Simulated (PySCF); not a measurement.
VICl3 (doublet state).
Bonds: V1–I2, V1–Cl3, V1–Cl4, V1–Cl5.

Method used: PBE0-D3(BJ)/def2-SVP geometry optimisation, gas phase, def2 core potentials past Kr in PySCF 2.14.0.

(1) Give the optimised bond lengths and angles.

Results:

(1) 
```tsv
bond	length (Å)
V1–I2	2.489
V1–Cl3, V1–Cl4, V1–Cl5	2.120
```

Bonds in one row agree within 0.01 Å and their mean is given. A selection of angles:
```tsv
angle	degrees
I2–V1–Cl3	108.8
I2–V1–Cl5	106.2
Cl3–V1–Cl4	106.9
Cl3–V1–Cl5	112.8
Cl4–V1–Cl5	112.1
```

V1 (vanadium bonded to 3 Cl and I) is tetrahedral (angles from 106.2° to 112.8°). All 3 Cl–V bonds measure 2.119 to 2.122 Å.

Point group: near C3v, missed by 0.14 Å at most; the miss may be what the optimiser left on a soft mode (Cs holds within 0.08 Å). Not checked by PBE0-D3(BJ)/def2-SVP frequencies. ⟨S²⟩ = 0.773 (exact for a doublet: 0.75). The optimiser warned: forces and energy converged, displacements not (flat surface).
